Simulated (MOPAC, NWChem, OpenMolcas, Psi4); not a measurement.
## SnHClOF2 (SMILES [OH][Sn]([F])([F])[Cl]): the dipole moment, rung by rung

SnHClOF2: 6 atoms, total charge 0, spin state singlet. As SMILES, `[OH][Sn]([F])([F])[Cl]`. The coordinates come from a PBE0-D4/def2-TZVP relaxation. This is one conformer, not always the lowest.

```jsonl
{"atom": "O", "x (Å)": "-0.4640", "y (Å)": "0.2839", "z (Å)": "1.4763"}
{"atom": "Sn", "x (Å)": "0.2524", "y (Å)": "-0.1757", "z (Å)": "-0.2475"}
{"atom": "F", "x (Å)": "1.9825", "y (Å)": "-0.8565", "z (Å)": "0.0567"}
{"atom": "F", "x (Å)": "-0.7433", "y (Å)": "-1.5871", "z (Å)": "-1.0197"}
{"atom": "Cl", "x (Å)": "0.3294", "y (Å)": "1.5406", "z (Å)": "-1.7444"}
{"atom": "H", "x (Å)": "-1.3150", "y (Å)": "0.7306", "z (Å)": "1.4325"}
```

Each level gives the dipole moment (D). The values are calculated.

```
                                                level            kind     program  value (D)
                                                  PM6  semi-empirical       MOPAC       2.54
                         HF/def2-SVP (core potential)    Hartree–Fock      NWChem       3.03
                      SVWN5/def2-SVP (core potential)             LDA  OpenMolcas       2.70
PBE-D3(BJ)/def2-SVP (density fitting, core potential)             GGA        Psi4       2.57
                       TPSS/def2-SVP (core potential)        meta-GGA  OpenMolcas       2.55
                     r2SCAN/def2-SVP (core potential)        meta-GGA  OpenMolcas       2.66
                      BHLYP/def2-SVP (core potential)   global hybrid  OpenMolcas       2.88
```

The values span 2.54 to 3.03 D. Magnitudes only.
